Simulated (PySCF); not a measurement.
B3LYP on Ir⁻ (iridium, charge -1), [Xe] 4f14 5d8 6s2, high-spin 3F determinant. All numbers are calculated (PySCF 2.14, a scalar-relativistic core potential, in aug-cc-pVDZ-PP with ECP60MDF).

```
cycle= 1 E= -104.516948783265  delta_E= -0.0153  |g|= 0.0324  |ddm|= 0.391
cycle= 2 E= -104.516803440236  delta_E= 0.000145  |g|= 0.04  |ddm|= 0.0933
cycle= 3 E= -104.517513960109  delta_E= -0.000711  |g|= 0.00922  |ddm|= 0.0416
cycle= 4 E= -104.517562504303  delta_E= -4.85e-05  |g|= 0.000843  |ddm|= 0.0174
cycle= 5 E= -104.517563450858  delta_E= -9.47e-07  |g|= 6.76e-05  |ddm|= 0.00348
cycle= 6 E= -104.517563459116  delta_E= -8.26e-09  |g|= 8.71e-06  |ddm|= 0.000341
cycle= 7 E= -104.517563459178  delta_E= -6.18e-11  |g|= 8.25e-07  |ddm|= 2.56e-05
converged SCF energy = -104.517563459178  <S^2> = 2.0106151  2S+1 = 3.0070684
```

Highest occupied orbital energy: 0.396 eV; ⟨L²⟩ = 12.02; populations by l: s 4.00, p 6.00, d 8.00, f 0.00.

Q: Can this result be used?

A: With care. Self-consistency was reached. Energies and moments cover only the electrons outside the core potential. Spin-orbit coupling, absent here, splits the open shell strongly. At B3LYP the highest occupied level has a positive energy, so only the finite basis holds that electron; in a semilocal or global hybrid functional this comes from self-interaction and does not mean that the real anion is unbound.
